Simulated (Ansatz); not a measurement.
Coupled-cluster diagnostics for the cluster Be₆⁺, Ansatz.

Geometry of the doublet (PBE0/def2-TZVP):

```xyz
6

Be    1.752   -0.916   -1.423
Be   -1.251    0.746   -0.276
Be   -1.504   -0.478    1.304
Be    0.113   -0.993   -0.043
Be    0.861    0.812   -0.786
Be    0.029    0.829    1.224
```

Correlated methods freeze no core orbitals. The structure comes from a short search, and lower isomers may exist.

Estimate the CCSD(T) correlation energy, the shares of MP2 and (T), T1 and the reference's ⟨S²⟩ for: charge 1, doublet, own geometry in def2-TZVPP; and the rough time on 4 threads of Arm Neoverse V1 on a shared host.


```csv
state,basis,correlation (eV),MP2 share (%),(T) share (%),T1,⟨S²⟩ (pure),wall time,remarks
"charge 1, doublet, own geometry",def2-TZVPP,-12.560,79.4,5.4,0.079,1.80 (0.75),29 s,"large T1, spin-contaminated"
```
Customary marks for T1 are 0.02 (closed shells), 0.045 (open shells) and about 0.05 (3d metals). T1 exceeds 0.02 in 1 of 1 rows and 0.045 in 1; the higher it lies, the less the single-reference result can be trusted.
